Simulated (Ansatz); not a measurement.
```yaml
crystal:
  periodic: [false, false, false]
  atoms:
    - {symbol: K, position_ang: [0.392108, -2.845241, -2.838186]}
    - {symbol: K, position_ang: [2.009595, -0.068159, 0.047351]}
    - {symbol: K, position_ang: [-0.392554, 2.835145, 2.848109]}
    - {symbol: K, position_ang: [-2.009149, 0.078255, -0.057275]}
basis:
  gaussian: {orbitals: pcseg-2}
hamiltonian: {xc: {name: PBE0}}
```

```sh
$ ansatz run in.yaml --threads 4 --pin off --events-out ev --progress --plain --max-ram 3916MiB
```

Output, abridged:

```
Functional definition: PBE0
1216 factors; integrals over basis functions are off by at most 1.7e-4 eV
mean field evaluation 1: about -65281.0471 eV, gradient 9.0e0 eV
mean field evaluation 2: about -65280.9149 eV, gradient 1.1e1 eV
mean field evaluation 4: about -65281.3988 eV, gradient 5.4e-1 eV
mean field evaluation 8: about -65281.4294 eV, gradient 1.8e-2 eV
mean field evaluation 16: about -65281.4295 eV, gradient 1.5e-4 eV
mean field -65281.42946266 eV, -2399.0482834104 hartree, gradient 5.6e-5 eV, S^2 0.000000; 2 other end points of the search recorded, 0 dependent functions left out
reference -65281.42949493 eV, -2399.0482845965 hartree; 38, 38 occupied and 94, 94 virtual orbitals, 1216 factors
Total energy: -65281.42949493 eV, -2399.0482845965 hartree
```

It took 4.3 s on 4 threads of Arm Neoverse V1 on a shared host.

The restricted singlet is unstable towards broken spin symmetry at other levels; at RKS PBE0/pcseg-2 this wasn't settled.
